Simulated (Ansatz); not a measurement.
`C[SiH](C)[SiH2]F` + `[OH][AlH2]` → `C[O][AlH2]` + `C[SiH2][SiH2]F` at 700 K and 1 bar (substitution at a C–Si bond).

Program: Ansatz. Geometries: PBE0-D4/def2-TZVP. ΔE: electronic, gas phase. CCSD(T)/CBS is the MP2 limit (def2-TZVPP, def2-QZVPP) plus CCSD(T) − MP2 in def2-TZVPP, frozen cores. This one scheme is used for every species. Each species was taken in one conformer, which may not be the lowest.

```csv
species,CCSD(T)/CBS energy (Eh),H − E (kJ/mol),S (J/(mol·K))
`C[SiH](C)[SiH2]F`,-759.55313,369.8,541.9
`[OH][AlH2]`,-319.03157,111.2,312.7
`C[O][AlH2]`,-358.26893,201.7,379.3
`C[SiH2][SiH2]F`,-720.27653,274.8,474.0
```

H − E and S are ideal-gas, rigid-rotor, harmonic terms from PBE0-D4/def2-TZVP, for one conformer and one mirror image of each species. 1 Eh = 2625.50 kJ/mol, R = 8.31446 J/(mol·K).

Q: By hand: ΔE, ΔH, ΔS and ΔG.

A: ΔE = (-358.26893) + (-720.27653) − (-759.55313) − (-319.03157) = 0.03924 Eh = 103.0 kJ/mol. Δ(H − E) = 201.7 + 274.8 − 369.8 − 111.2 = -4.5, so ΔH = 98.5 kJ/mol. ΔS = 379.3 + 474.0 − 541.9 − 312.7 = -1.3 J/(mol·K). ΔG = 98.5 − 700 × (-1.3)/1000 = 99.4 kJ/mol.

Q: By hand: the equilibrium constant, and the temperature at which ΔG would vanish if ΔH and ΔS stayed fixed.

A: log₁₀ K = −ΔG/(RT ln 10) = -7.4. ΔH and −TΔS have one sign here, so there is no such temperature. One of them is within its doubt of zero, so this could turn.

The number of gas molecules stays the same, so ΔS is small and ΔH decides. A doubt of 5 kJ/mol in ΔE shifts log₁₀ K by 0.4 here. Other conformers and mirror images would add mixing entropy, several J/(mol·K) or more a flexible species. Modes under 60 cm⁻¹, often nearly free rotors, make the harmonic entropy too high. These are equilibria of isolated gas molecules and say nothing of rates. Largest T1 diagnostic: 0.012 (customary marks: 0.02 for closed shells, 0.045 for open ones).
